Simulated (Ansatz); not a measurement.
F$_{2}$H$_{3}$Si$_{2}$ (`F[SiH](F)[SiH2]`) radical, charge 0, multiplicity 2.

(1) Give a relaxed structure at PBE0-D4/def2-TZVP (Ansatz 0.2.0). (Best estimate.)

Answers

(1) Computed: 
```xyz
7

F     1.701    0.876   -0.647
Si    0.116    0.738   -0.575
F    -0.374    0.437   -2.059
Si   -0.573   -1.008    0.794
H    -0.422    2.056   -0.169
H    -0.375   -0.745    2.244
H    -0.073   -2.354    0.413
```
